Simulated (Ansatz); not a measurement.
ethylmethylamine (SMILES CCNC) moved off its minimum; all values from Ansatz (a quantum-chemistry and plane-wave program), cores frozen in correlated methods.
(charge 0, multiplicity 1)
```xyz
13

C     -1.78803    -0.10517     0.28342
C     -0.55131    -0.44313    -0.05422
N      0.47136     0.58806     0.13086
C      1.75099     0.13495    -0.20797
H     -2.11126     0.67033    -0.32987
H     -2.50931    -0.81959    -0.02824
H     -1.91016     0.14019     1.34185
H     -0.12418    -1.51914     0.35855
H     -0.46476    -0.73107    -1.22393
H      0.55912     0.73362     1.06576
H      2.45918     1.10999    -0.04108
H      1.99142     0.08720    -1.42962
H      2.27400    -0.69261     0.38006
```

Forces at r2SCAN/def2-TZVPP (eV/Å):

```json
[
 {"atom": "C1", "Fx": "-6.164", "Fy": "1.178", "Fz": "2.507"},
 {"atom": "C2", "Fx": "8.922", "Fy": "-5.279", "Fz": "-4.464"},
 {"atom": "N3", "Fx": "-1.365", "Fy": "-1.268", "Fz": "-2.458"},
 {"atom": "C4", "Fx": "5.080", "Fy": "2.673", "Fz": "-3.011"},
 {"atom": "H5", "Fx": "-0.489", "Fy": "2.260", "Fz": "-0.635"},
 {"atom": "H6", "Fx": "-0.662", "Fy": "-1.285", "Fz": "0.353"},
 {"atom": "H7", "Fx": "-0.291", "Fy": "0.076", "Fz": "-0.013"},
 {"atom": "H8", "Fx": "-1.067", "Fy": "2.138", "Fz": "-0.231"},
 {"atom": "H9", "Fx": "-0.332", "Fy": "0.778", "Fz": "2.165"},
 {"atom": "H10", "Fx": "-0.302", "Fy": "1.055", "Fz": "3.544"},
 {"atom": "H11", "Fx": "-1.223", "Fy": "-2.187", "Fz": "0.017"},
 {"atom": "H12", "Fx": "-1.101", "Fy": "-0.618", "Fz": "3.072"},
 {"atom": "H13", "Fx": "-1.008", "Fy": "0.480", "Fz": "-0.845"}
]
```

Question: Give the forces (eV/Å), the total energy and the dipole at CCSD(T)/cc-pVTZ.

Answer: 
```
atom      Fx      Fy      Fz
----  ------  ------  ------
C1    -6.756   1.372   2.666
C2     9.589  -5.638  -4.637
N3    -1.696  -1.028  -2.398
C4     5.425   2.522  -3.076
H5    -0.456   2.268  -0.630
H6    -0.650  -1.315   0.357
H7    -0.264   0.061  -0.049
H8    -1.124   2.247  -0.252
H9    -0.363   0.804   2.220
H10   -0.291   1.020   3.567
H11   -1.240  -2.199   0.015
H12   -1.113  -0.629   3.094
H13   -1.061   0.514  -0.877
```
Energy -174.0855 hartree, dipole 0.92 D.
